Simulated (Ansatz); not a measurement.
Basis-set extrapolation for C$_{2}$H$_{9}$FSi$_{2}$, SMILES `CC(F)[SiH2][SiH3]` (PBE0-D4/def2-TZVP geometry, frozen core, the Gaussian-basis code of Ansatz). Multiplicity 1, RHF reference.

```tsv
	def2-TZVPP	def2-QZVPP
HF	-758.360991	-758.386894
MP2 correlation	-0.850905	-0.916005
CCSD(T) correlation	-0.948951	not run
```

Energies in hartree. Use E(X) = E(∞) + A·exp(−7.88·√X) for Hartree–Fock and E(X) = E(∞) + B·X^(−2.97) for correlation, with X = 3 and 4, and add CCSD(T) minus MP2 of the smaller set to the MP2 limit.

What is the CCSD(T) energy at the basis-set limit?

HF limit: -758.386894 + (-0.025903) × 0.13774 = -758.39046. MP2 limit: -0.916005 + (-0.065100) × 0.74074 = -0.96423. Higher-order term: -0.948951 − (-0.850905) = -0.09805. Total: -759.45274 hartree, 89.6 kcal/mol below CCSD(T)/def2-TZVPP.
